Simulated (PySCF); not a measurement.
Predicted microwave data (PBE0-D3(BJ)/def2-SVP geometry optimisation, gas phase in PySCF) for one isomer of C5H14SSi:

- Rotational constants: A = 4830, B = 577.2, C = 538.3 MHz
- Dipole components: |μa| = 1.43 D, |μb| = 0.92 D, |μc| = 0.38 D
- Inertial defect: -41.37 u·Å²
- κ: -0.98

Problem. Which candidate fits, each taken in the one conformer that was computed?
A. `[CH3:1][S:2][SiH2:3][C:4]([CH3:5])([CH3:6])[CH3:7]` with C1–S2–Si3–C4 180°
B. `[CH3:1][CH2:2][CH2:3][CH2:4][CH2:5][S:6][SiH3:7]` with C1–C2–C3–C4 177°, C2–C3–C4–C5 66°, C3–C4–C5–S6 -178°, C4–C5–S6–Si7 -70°

Solution. B. It is CCCCCS[SiH3], a near-prolate asymmetric top, point group C1. The candidates at the same level (rigid rotor, commonest isotopes):

| SMILES | A (MHz) | B (MHz) | C (MHz) | μa (D) | μb (D) | μc (D) | Δ (u·Å²) | point group | rotor |
| --- | --- | --- | --- | --- | --- | --- | --- | --- | --- |
| CS[SiH2]C(C)(C)C | 3311 | 948.7 | 894.5 | 0.06 | 0.89 | 0.00 | -120.38 | Cs | near-prolate asymmetric top |
| CCCCCS[SiH3] | 4830 | 577.2 | 538.3 | 1.43 | 0.92 | 0.38 | -41.37 | C1 | near-prolate asymmetric top |

`CS[SiH2]C(C)(C)C` has C 66 % too high. No structure here is proved a minimum.
